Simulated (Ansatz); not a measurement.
Species: sum formula HBO₂I, net charge -1, singlet state. It need not be the lowest isomer of its formula. Whether it binds its extra electron was not tested at this geometry. 
Structure (B3LYP-D3(BJ)/def2-TZVP (Ansatz, a first-principles code) minimum search):
SMILES: [O-]B(I)O
```xyz
5

O     -1.0117     2.2647    -0.3537
B     -1.2132     1.0472    -0.1477
O     -2.3146     0.2064     0.0151
I      0.6749    -0.4864     0.0662
H     -3.0937     0.7722    -0.0621
```
Charge -1, spin multiplicity 1.

Parts of the frozen-core correlation energy in def2-TZVPPD (Ansatz, hartree). Frozen orbitals: 12; correlated occupied orbitals by spin: 12 and 12; virtual: 169 and 169. No spin-orbit coupling. In def2 rows, elements after Kr have scalar-relativistic effective core potentials.

| term | value |
|---|---|
| reference (HF) | -471.90591 |
| MP2 opposite-spin | (withheld) |
| MP2 same-spin | (withheld) |
| CCSD correlation | -0.73708 |
| (T) | (withheld) |
| T1 diagnostic | 0.015 |
| largest doubles amplitude | 0.025 |

**Question.** Fill in the missing entries.

**Answer.** 
- MP2 opposite-spin, value: -0.53619
- MP2 same-spin, value: -0.18979
- (T), value: -0.03211
